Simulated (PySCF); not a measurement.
# Electron correlation in F²⁺ (fluorine, charge +2)

[He] 2s2 2p3, high-spin 4S determinant. Computed with PySCF 2.14 in aug-cc-pVDZ-DK (4s3p2d, 23 functions), with the spin-free X2C one-electron Hamiltonian (Gaussian nucleus). Frozen: 1s2; 5 electrons correlated.

```tsv
level	correlation energy (mhartree)
CCSD	-84.90
(T)	-0.51
CCSD(T)	-85.41
CCSDT	-85.48
```

Diagnostics: T1 = 0.0031, D1 = 0.0044, largest double amplitude 0.026.

Problem. Is a single reference adequate?

Solution. Yes: T1 lies below 0.03 and no double amplitude reaches 0.07.
